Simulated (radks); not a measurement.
Results of a calculation; reference values are marked as such.
Q: The table gives one normalised radial function P(r) = r R(r) of Zn4+ in [Ar] 3d8 (r in bohr). Level of theory: non-relativistic Kohn-Sham, PBE, spin-polarised, spherical densities, point nucleus; open shells are filled with parallel spins first (a radial shooting solver on a logarithmic mesh with Libxc functionals).

| r | P |
|---|---|
| 0.004743 | 0.0063 |
| 0.006127 | 0.0103 |
| 0.007978 | 0.0170 |
| 0.01031 | 0.0274 |
| 0.01342 | 0.0443 |
| 0.01733 | 0.0697 |
| 0.02257 | 0.1093 |
| 0.02916 | 0.1652 |
| 0.03796 | 0.2455 |
| 0.04904 | 0.3470 |
| 0.06386 | 0.4703 |
| 0.08249 | 0.5897 |
| 0.1074 | 0.6740 |
| 0.1387 | 0.6619 |
| 0.1807 | 0.4887 |
| 0.2334 | 0.1329 |
| 0.3039 | -0.3840 |
| 0.3925 | -0.8947 |
| 0.5071 | -1.2316 |
| 0.6603 | -1.2631 |
| 0.8529 | -1.0121 |
| 1.111 | -0.6267 |
| 1.435 | -0.3005 |
| 1.868 | -0.1008 |
| 2.413 | -0.0231 |
| 3.142 | -0.0029 |
| 4.059 | -0.0002 |
| 5.285 | 0.0000 |

Which n and l does it have? It may be an empty orbital.

A: n = 3, l = 1: the number of nodes gives n - l - 1 = 1, the rise at small r (about r^(l+1)) gives l, and the extent must fit the shell. The curve is that of 3p down; the table hardly tells the two spins apart. 3p down: eigenvalue -145.97 eV, 1 radial node at r = 0.251 bohr, <r> = 0.702 bohr, 90 % of the charge inside 1.08 bohr.
